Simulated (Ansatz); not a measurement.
C6H18MoN4 (`C[N]=[Mo](=[N]C)([N](C)C)[N](C)C`) at its PBE0-D4/def2-TZVP geometry, where that method's forces vanish. The species carries charge 0 and has multiplicity 1. Mo takes the def2 core potential.

```tsv
atom	x (Å)	y (Å)	z (Å)
C1	-3.0422	0.4757	-1.2187
N2	-1.8073	0.2683	-0.5511
Mo3	-0.1067	0.0361	-0.2584
N4	0.8814	0.0462	-1.6920
C5	1.2796	0.1227	-3.0518
N6	0.1117	-1.7230	0.5952
C7	-0.8950	-2.3565	1.4147
C8	1.2924	-2.5458	0.4716
N9	0.5005	1.5153	0.8882
C10	-0.3479	2.2253	1.8168
C11	1.8491	2.0323	0.8971
H12	-3.7315	-0.3536	-1.0196
H13	-2.9149	0.5571	-2.3041
H14	-3.5216	1.3959	-0.8640
H15	0.4273	0.2804	-3.7222
H16	1.9852	0.9488	-3.2005
H17	1.7845	-0.8015	-3.3575
H18	-1.1638	-3.3454	1.0136
H19	-0.5360	-2.5069	2.4433
H20	-1.7987	-1.7484	1.4570
H21	1.7709	-2.7069	1.4488
H22	2.0220	-2.0788	-0.1899
H23	1.0408	-3.5361	0.0631
H24	-1.3730	1.8591	1.7622
H25	0.0037	2.1041	2.8519
H26	-0.3549	3.3037	1.5977
H27	1.8591	3.1093	0.6711
H28	2.4642	1.5223	0.1557
H29	2.3210	1.9001	1.8818
```

(1) For each bond, give half the difference of the two atoms' forces along it (eV/Å; positive pushes the atoms apart) under PBE-D4, r2SCAN-D4, B3LYP-D4, ωB97M-V in def2-TZVPP. (Estimate.)

## Answers

(1) Ansatz gave: 
```json
{"bond": "C1–H12", "length (Å)": "1.097", "PBE-D4": "0.12", "r2SCAN-D4": "-0.01", "B3LYP-D4": "-0.08", "ωB97M-V": "-0.14"}
{"bond": "C1–H13", "length (Å)": "1.096", "PBE-D4": "0.12", "r2SCAN-D4": "-0.02", "B3LYP-D4": "-0.07", "ωB97M-V": "-0.15"}
{"bond": "C1–H14", "length (Å)": "1.097", "PBE-D4": "0.12", "r2SCAN-D4": "-0.01", "B3LYP-D4": "-0.08", "ωB97M-V": "-0.14"}
{"bond": "N2–Mo3", "length (Å)": "1.741", "PBE-D4": "0.49", "r2SCAN-D4": "0.33", "B3LYP-D4": "0.10", "ωB97M-V": "-0.39"}
{"bond": "C5–H15", "length (Å)": "1.096", "PBE-D4": "0.12", "r2SCAN-D4": "-0.02", "B3LYP-D4": "-0.07", "ωB97M-V": "-0.15"}
{"bond": "N6–C8", "length (Å)": "1.444", "PBE-D4": "0.04", "r2SCAN-D4": "0.08", "B3LYP-D4": "0.19", "ωB97M-V": "0.21"}
{"bond": "C7–H18", "length (Å)": "1.100", "PBE-D4": "0.11", "r2SCAN-D4": "-0.01", "B3LYP-D4": "-0.10", "ωB97M-V": "-0.08"}
{"bond": "C8–H21", "length (Å)": "1.100", "PBE-D4": "0.10", "r2SCAN-D4": "-0.02", "B3LYP-D4": "-0.10", "ωB97M-V": "-0.08"}
{"bond": "C8–H23", "length (Å)": "1.100", "PBE-D4": "0.11", "r2SCAN-D4": "-0.01", "B3LYP-D4": "-0.10", "ωB97M-V": "-0.08"}
{"bond": "N9–C10", "length (Å)": "1.444", "PBE-D4": "0.04", "r2SCAN-D4": "0.08", "B3LYP-D4": "0.19", "ωB97M-V": "0.21"}
{"bond": "C10–H24", "length (Å)": "1.090", "PBE-D4": "0.09", "r2SCAN-D4": "-0.06", "B3LYP-D4": "-0.10", "ωB97M-V": "-0.10"}
{"bond": "C10–H26", "length (Å)": "1.100", "PBE-D4": "0.11", "r2SCAN-D4": "-0.01", "B3LYP-D4": "-0.10", "ωB97M-V": "-0.08"}
{"bond": "C11–H28", "length (Å)": "1.090", "PBE-D4": "0.09", "r2SCAN-D4": "-0.06", "B3LYP-D4": "-0.10", "ωB97M-V": "-0.10"}
{"bond": "C11–H29", "length (Å)": "1.100", "PBE-D4": "0.10", "r2SCAN-D4": "-0.02", "B3LYP-D4": "-0.10", "ωB97M-V": "-0.08"}
```

B3LYP here is the variant with VWN-RPA as its local correlation; programs differ in this.
